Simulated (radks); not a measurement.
Q: These are the eigenvalues of the occupied orbitals of an atom or ion with whole-number occupations (eV). All-electron calculation, non-relativistic Kohn-Sham, r2SCAN, spin-polarised, spherical densities, point nucleus; meta-GGA in the generalised Kohn-Sham scheme. Program: a radial shooting solver on a logarithmic mesh with Libxc functionals.

1s up: -2832.448
1s down: -2832.343
2s up: -329.9941
2s down: -329.9179
2p up: -268.8090
2p down: -268.6775
3s up: -80.0381
3s down: -79.8734
4p up: -28.4884

Which element is it, and in what charge state? The configuration may be excited. Open shells, if any, are filled with parallel spins first.

A: Z = 17, chlorine, charge +4: Cl4+ in [Ne] 3s2 4p1. The list shows which subshells hold electrons but not how many an open one holds; the 1s level, -104.09 hartree, gives Z - s = 14.4 by -(Z - s)^2/2, which with screening narrows Z to a few neighbours, and the depths of the outer levels then fix element, charge and occupations together.
